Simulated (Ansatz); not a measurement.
Z-matrix (Å, degrees):
```
C
Bi 1 2.225
H 1 1.090 2 109.5
H 1 1.089 2 106.6 3 119.3
H 1 1.091 2 109.6 3 -121.3
F 2 2.015 1 92.1 3 -161.4
Cl 2 2.438 1 93.3 3 -63.8
```

Total charge 0; spin multiplicity 1. Bi: def2 effective core potential.

(1) List the r2SCAN/def2-TZVPP orbital energies in eV (the Gaussian-basis code of Ansatz). (Estimate.)

## Answers

(1) Computed: Occupied: -2752.88, -664.90, -273.36, -254.25, -192.79, -192.65, -192.64, -162.09, -100.65, -100.62, -100.43, -30.31, -29.01, -28.93, -28.83, -28.79, -27.98, -20.72, -18.52, -15.33, -10.86, -10.78, -10.00, -9.56, -9.34, -8.57, -8.07, -7.86, -6.89. Lowest empty: -2.01, -1.97, -0.33, 1.81, 2.68, 3.00, 3.69, 3.97.
